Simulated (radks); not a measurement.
Results of a calculation; reference values are marked as such.
Spherical quantum dot in the effective-mass picture: electrons in a parabolic well V = omega^2 r^2 / 2 with omega = 3.17, all in effective atomic units (hartree* = m*/eps^2 hartree, bohr* = eps/m* bohr), one dielectric constant everywhere. Level of theory: non-relativistic Kohn-Sham, LDA (Slater exchange, Perdew-Wang correlation), spin-polarised, spherical densities (a radial shooting solver with Libxc functionals). Levels are named by radial order and angular momentum (1s, 1p, 1d, 2s, ...), and open shells are averaged over m.

N = 23, configuration 1s2 1p6 1d10 2s2 1f(up 3, down 0). This is the lowest configuration that the search found. Occupied and some empty levels:

level    occupation  eigenvalue (hartree*)  <r> (bohr*)
1s up             1                 24.228       0.8366
1s down           1                 24.267       0.8314
1p up             3                 26.065        1.067
1p down           3                 26.126        1.064
1d up             5                 28.067        1.236
1d down           5                 28.141        1.234
2s up             1                 28.357        1.102
2s down           1                 28.413        1.104
1f up             3                 30.214        1.371
1f down           0                 30.295        1.371
2p up             0                 30.657        1.246
2p down           0                 30.711        1.248
1g up             0                 32.490        1.487
1g down           0                 32.571        1.488
2d up             0                 33.038        1.378
2d down           0                 33.093        1.379

Energy (hartree*): total 435.913, kinetic 79.391, external 172.12, Hartree 203.69, exchange-correlation -19.288.
